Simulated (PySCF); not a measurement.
# Correlation energy of Xe⁺ (xenon, charge +1)

[Kr] 4d10 5s2 5p5, 2P determinant. Computed with PySCF 2.14 in aug-cc-pVDZ-PP with ECP28MDF, with a scalar-relativistic core potential. Frozen: 4s2 4p6 4d10; 7 electrons correlated.

MP2 pair energies summed by pair of shells (mhartree):

```tsv
pair	energy	share (%)
5p-5p	-56.04	69.0
5s-5p	-20.89	25.7
5s-5s	-4.23	5.2
```

Total MP2 correlation energy: -81.16 mhartree.

Same-spin part -20.73 and opposite-spin part -60.44 mhartree; SCS-MP2 scales them by 1/3 and 6/5 to -79.43 mhartree.

```csv
level,correlation energy (mhartree)
CCSD,-93.86
(T),-1.15
CCSD(T),-95.01
```

Diagnostics: T1 = 0.0060, D1 = 0.0182, largest double amplitude 0.042.

Cost of the coupled-cluster step: 0.36 s of wall time on 1 thread of Neoverse-N1 (shared host), for 7 correlated electrons.

Iterations:

```
CC2 = 0
CCSD nocc = (np.int64(4), np.int64(3)), nmo = (23, 23)
frozen orbitals [[0, 1, 2, 3, 4, 5, 6, 7, 8], [0, 1, 2, 3, 4, 5, 6, 7, 8]]
max_cycle = 100
direct = 0
conv_tol = 1e-08
conv_tol_normt = 1e-06
diis_space = 8
diis_start_cycle = 0
Init t2, MP2 energy = -0.0811603650864537
Init E_corr(UCCSD) = -0.0811603650916506
cycle = 1  E_corr(UCCSD) = -0.0912573774425  dE = -0.0100970124  norm(t1,t2) = 0.0322558
cycle = 2  E_corr(UCCSD) = -0.0931094211998085  dE = -0.00185204376  norm(t1,t2) = 0.00973727
cycle = 3  E_corr(UCCSD) = -0.0938723138535858  dE = -0.000762892654  norm(t1,t2) = 0.00367619
cycle = 4  E_corr(UCCSD) = -0.0938559121232174  dE = 1.64017304e-05  norm(t1,t2) = 0.000390934
cycle = 5  E_corr(UCCSD) = -0.0938569573594697  dE = -1.04523625e-06  norm(t1,t2) = 9.40194e-05
cycle = 6  E_corr(UCCSD) = -0.0938572011541183  dE = -2.43794649e-07  norm(t1,t2) = 2.3252e-05
cycle = 7  E_corr(UCCSD) = -0.0938571192628011  dE = 8.18913172e-08  norm(t1,t2) = 6.12765e-06
cycle = 8  E_corr(UCCSD) = -0.0938571373762455  dE = -1.81134444e-08  norm(t1,t2) = 1.2441e-06
cycle = 9  E_corr(UCCSD) = -0.0938571325810315  dE = 4.79521405e-09  norm(t1,t2) = 1.9829e-07
UCCSD converged
E(UCCSD) = -327.9595796793326  E_corr = -0.09385713258103147
UCCSD(T) correction = -0.00115050395308455
```
